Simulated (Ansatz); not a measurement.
Frontier orbitals of FH2NS2Si (`N[Si]1(F)SS1`).

The species carries charge 0 and has multiplicity 1. Geometry: relaxed with PBE0-D4/def2-TZVP. It is one conformer, not always the lowest. Basis def2-TZVPP, the Gaussian-basis code of Ansatz.

Orbital energies of one run (eV). Highest occupied ones, from the top: -5.21, -6.65, -7.89, -7.93, -8.89, -9.86, -10.78, -10.91, -11.88, -13.13, -13.75, -15.67, -19.96, -22.00. Empty: -2.82, -1.05, 0.07, 0.60, 0.70, 1.51.

Q: Which functional gave them?
A. PBE
B. CAM-B3LYP
C. BHLYP
D. ωB97X-V

A: A. HOMO energies: PBE -5.21, ωB97X-V -8.72, BHLYP -7.47, CAM-B3LYP -7.70 eV.
